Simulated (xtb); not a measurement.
Input file for xtb: GFN2-xTB on BH4P (SMILES BP), a point of a torsion scan.

```
$ xtb mol.xyz --gfn 2 --opt vtight --chrg 0 --uhf 0 --input xcontrol
6

B     -0.96070107    -0.07712307    -0.16728271
P      0.93446361     0.08995664    -0.32335786
H     -1.60689416     0.89410338    -0.34200372
H     -1.47543220    -0.90467660     0.51590512
H      1.49961015    -0.73981712    -1.33613248
H      1.61764073    -0.01250899     0.95540398
$constrain
  force constant=1.0
  dihedral: 3,1,2,5,240.0
$end
```

The log:

```
[...]
           -------------------------------------------------
          |                Calculation Setup                |
           -------------------------------------------------



           -------------------------------------------------
          |                 G F N 2 - x T B                 |
           -------------------------------------------------

        Reference                      10.1021/acs.jctc.8b01176
      * Hamiltonian:
        H0-scaling (s, p, d)           1.850000    2.230000    2.230000
        zeta-weighting                 0.500000
      * Dispersion:
        s8                             2.700000
        a1                             0.520000
        a2                             5.000000
        s9                             5.000000
      * Repulsion:
        kExp                           1.500000    1.000000
        rExp                           1.000000
      * Coulomb:
        alpha                          2.000000
        third order                    shell-resolved
        anisotropic                    true
        a3                             3.000000
        a5                             4.000000
        cn-shift                       1.200000
        cn-exp                         4.000000
        max-rad                        5.000000


          ...................................................
          :                      SETUP                      :
          :.................................................:
          :  # basis functions                  18          :
          :  # atomic orbitals                  17          :
          :  # shells                            9          :
          :  # electrons                        12          :
          :  max. iterations                   250          :
          :  Hamiltonian                  GFN2-xTB          :
          :  restarted?                      false          :
          :  GBSA solvation                  false          :
          :  PC potential                    false          :
          :  electronic temp.          300.0000000     K    :
          :  accuracy                    1.0000000          :
          :  -> integral cutoff          0.2500000E+02      :
          :  -> integral neglect         0.1000000E-07      :
          :  -> SCF convergence          0.1000000E-05 Eh   :
          :  -> wf. convergence          0.1000000E-03 e    :
          :  Broyden damping             0.4000000          :
          :  net charge                          0          :
          :  unpaired electrons                  0          :
          ...................................................

 iter      E             dE          RMSdq      gap      omega  full diag
   1     -5.5253884 -0.552539E+01  0.107E+01    3.35       0.0  T
   2     -5.2252271  0.300161E+00  0.157E+01    0.40       1.0  T
   3     -5.7147802 -0.489553E+00  0.730E+00    2.08       1.0  T
   4     -5.7381326 -0.233523E-01  0.492E+00    1.91       1.0  T
   5     -5.7435409 -0.540831E-02  0.343E+00    1.82       1.0  T
   6     -5.7498219 -0.628103E-02  0.242E+00    1.54       1.0  T
   7     -5.7502427 -0.420815E-03  0.233E+00    1.52       1.0  T
   8     -5.7541661 -0.392341E-02  0.158E+00    1.28       1.0  T
   9     -5.7565483 -0.238224E-02  0.364E-01    1.01       1.0  T
  10     -5.7567894 -0.241031E-03  0.151E-01    0.94       1.0  T
  11     -5.7567620  0.273525E-04  0.979E-02    0.94       1.0  T
  12     -5.7567903 -0.282830E-04  0.591E-02    0.93       1.0  T
  13     -5.7567944 -0.413651E-05  0.201E-02    0.92       2.0  T
  14     -5.7567946 -0.197506E-06  0.106E-02    0.92       3.9  T
  15     -5.7567948 -0.118424E-06  0.132E-03    0.92      30.9  T
  16     -5.7567948 -0.888844E-09  0.309E-04    0.92     132.0  T
  17     -5.7567948  0.497238E-10  0.248E-04    0.92     164.8  T

   *** convergence criteria satisfied after 17 iterations ***

         #    Occupation            Energy/Eh            Energy/eV
      -------------------------------------------------------------
         1        2.0000           -0.6405057             -17.4290
         2        2.0000           -0.5184031             -14.1065
         3        2.0000           -0.4728329             -12.8664
         4        2.0000           -0.4601294             -12.5208
         5        2.0000           -0.4386394             -11.9360
         6        2.0000           -0.3419235              -9.3042 (HOMO)
         7                         -0.3081022              -8.3839 (LUMO)
         8                         -0.1639632              -4.4617
         9                         -0.1351921              -3.6788
        10                         -0.0883335              -2.4037
        11                          0.0174936               0.4760
       ...                                ...                  ...
        17                          0.8175597              22.2469
      ----------------------
[...]
00           -0.4690378             -12.7632
         4        2.0000           -0.4599505             -12.5159
         5        2.0000           -0.4322252             -11.7614
         6        2.0000           -0.3876709             -10.5491 (HOMO)
         7                         -0.2966127              -8.0712 (LUMO)
         8                         -0.1860179              -5.0618
         9                         -0.1483606              -4.0371
        10                         -0.0296251              -0.8061
        11                          0.0207186               0.5638
       ...                                ...                  ...
        17                          0.9179390              24.9784
      -------------------------------------------------------------
                  HL-Gap            0.0910582 Eh            2.4778 eV
             Fermi-level           -0.3421418 Eh           -9.3102 eV

 SCC (total)                   0 d,  0 h,  0 min,  0.002 sec
 SCC setup                      ...        0 min,  0.000 sec (  3.265%)
 Dispersion                     ...        0 min,  0.000 sec (  0.910%)
 classical contributions        ...        0 min,  0.000 sec (  0.390%)
 integral evaluation            ...        0 min,  0.000 sec ( 23.778%)
 iterations                     ...        0 min,  0.000 sec ( 31.239%)
 molecular gradient             ...        0 min,  0.001 sec ( 35.645%)
 printout                       ...        0 min,  0.000 sec (  4.163%)

         :::::::::::::::::::::::::::::::::::::::::::::::::::::
         ::                     SUMMARY                     ::
         :::::::::::::::::::::::::::::::::::::::::::::::::::::
         :: total energy              -5.752779779610 Eh    ::
         :: gradient norm              0.000020423519 Eh/a0 ::
         :: HOMO-LUMO gap              2.477819804970 eV    ::
         ::.................................................::
         :: SCC energy                -5.802796786235 Eh    ::
         :: -> isotropic ES            0.019057248487 Eh    ::
         :: -> anisotropic ES          0.002771217228 Eh    ::
         :: -> anisotropic XC          0.001489554234 Eh    ::
         :: -> dispersion             -0.002060863857 Eh    ::
         :: repulsion energy           0.050005454406 Eh    ::
         :: add. restraining           0.000011552219 Eh    ::
         :: total charge              -0.000000000000 e     ::
         :::::::::::::::::::::::::::::::::::::::::::::::::::::

           -------------------------------------------------
          |                Property Printout                |
           -------------------------------------------------

    * Orbital Energies and Occupations

         #    Occupation            Energy/Eh            Energy/eV
      -------------------------------------------------------------
         1        2.0000           -0.6492056             -17.6658
         2        2.0000           -0.5162957             -14.0491
         3        2.0000           -0.4690378             -12.7632
         4        2.0000           -0.4599505             -12.5159
         5        2.0000           -0.4322252             -11.7614
         6        2.0000           -0.3876709             -10.5491 (HOMO)
         7                         -0.2966127              -8.0712 (LUMO)
         8                         -0.1860179              -5.0618
         9                         -0.1483606              -4.0371
        10                         -0.0296251              -0.8061
        11                          0.0207186               0.5638
        12                          0.0582825               1.5859
        13                          0.2405028               6.5444
        14                          0.3378005               9.1920
        15                          0.3731763              10.1546
        16                          0.7982694              21.7220
        17                          0.9179390              24.9784
      -------------------------------------------------------------
                  HL-Gap            0.0910582 Eh            2.4778 eV
             Fermi-level           -0.3421418 Eh           -9.3102 eV

     #   Z          covCN         q      C6AA      α(0)
     1   5 B        2.832     0.274    17.230     6.933
     2  15 P        2.907    -0.212   170.109    23.435
     3   1 H        0.940    -0.081     4.924     3.469
     4   1 H        0.940    -0.077     4.809     3.429
     5   1 H        0.977     0.057     2.227     2.332
     6   1 H        0.977     0.039     2.461     2.452

 Mol. C6AA /au·bohr⁶  :        606.618541
 Mol. C8AA /au·bohr⁸  :      22227.048769
 Mol. α(0) /au        :         42.048821


Wiberg/Mayer (AO) data.
largest (>0.10) Wiberg bond orders for each atom

 ---------------------------------------------------------------------------
     #   Z sym  total        # sym  WBO       # sym  WBO       # sym  WBO
 ---------------------------------------------------------------------------
     1   5 B    3.086 --     2 P    1.046     3 H    0.981     4 H    0.979
     2  15 P    2.973 --     1 B    1.046     6 H    0.973     5 H    0.935
Note: The following floating-point exceptions are signalling: IEEE_DENORMAL
normal termination of xtb
     3   1 H    0.993 --     1 B    0.981
     4   1 H    0.994 --     1 B    0.979
     5   1 H    0.997 --     2 P    0.935
     6   1 H    0.999 --     2 P    0.973
 ---------------------------------------------------------------------------

Topologies differ in total number of bonds
Writing topology from bond orders to xtbtopo.mol

molecular dipole:
                 x           y           z       tot (Debye)
 q only:       -0.188      -0.234       0.026
   full:       -0.347      -0.511       0.099       1.589
molecular quadrupole (traceless):
                xx          xy          yy          xz          yz          zz
 q only:       -0.521      -0.743      -0.124       0.239       0.706       0.645
  q+dip:       -1.507      -2.033       0.630       0.787       0.377       0.877
   full:       -1.906      -2.249      -0.346       0.950       1.987       2.252

           -------------------------------------------------
          |                Geometry Summary                 |
           -------------------------------------------------

      molecular mass/u    :       45.8165531
   center of mass at/Å    :        0.4863012       0.2460124      -0.2534538
  moments of inertia/u·Å² :        0.5802535E+01   0.3989013E+02   0.4182326E+02
rotational constants/cm⁻¹ :        0.2905219E+01   0.4226016E+00   0.4030684E+00

 * 5 selected distances

     #   Z          #   Z                                           value/Å
     1   5 B        2  15 P                                       1.9122219 (max)
     1   5 B        3   1 H                                       1.1675628 (min)
     1   5 B        4   1 H                                       1.1675940
     2  15 P        5   1 H                                       1.3897592
     2  15 P        6   1 H                                       1.3902796

 * 3 distinct bonds (by element types)

   Z      Z             #   av. dist./Å        max./Å        min./Å
   1 H    5 B           2     1.1675784     1.1675940     1.1675628
   1 H   15 P           2     1.3900194     1.3902796     1.3897592
   5 B   15 P           1     1.9122219     1.9122219     1.9122219


optimized geometry written to: xtbopt.xyz


           -------------------------------------------------
          | TOTAL ENERGY               -5.752779779610 Eh   |
          | GRADIENT NORM               0.000020423519 Eh/α |
          | HOMO-LUMO GAP               2.477819804970 eV   |
           -------------------------------------------------

------------------------------------------------------------------------
------------------------------------------------------------------------
 total:
 SCF:
 ANC optimizer:
```

The run finished.

Warnings raised: the energy holds the restraint's term.

Cost: about 0.09 core-seconds (a rough figure).
